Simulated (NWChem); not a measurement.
System: GaP₂H₅; SMILES [PH2][GaH][PH2]

Input file for NWChem:

```
start job
memory heap 200 mb stack 900 mb global 1100 mb
geometry units angstroms noautoz
  Ga    -0.586425     0.006001     0.076450
  H     -2.170381    -0.050985     0.042929
  P      0.610708    -2.001816    -0.093616
  H     -0.160880    -2.666925     0.902538
  H      1.656644    -1.622560     0.795336
  P      0.465700     2.090560    -0.125308
  H      1.534376     1.799983     0.770022
  H     -0.352357     2.715198     0.859898
end
basis spherical
  * library def2-svp
end
dft
  xc xtpss03 ctpss03
  iterations 150
  mulliken
end
task dft energy
```

Coordinates come from a B3LYP/6-31G* (spherical d) optimisation.

**Question.** Predict the main results of this run. (TPSS/def2-SVP.) Quantities: energy (Ha); highest occupied level (eV); orbital gap (eV); dipole (D).

**Answer.** 
- energy (Ha): -2610.16
- highest occupied level (eV): -6.03
- orbital gap (eV): 3.75
- dipole (D): 1.51
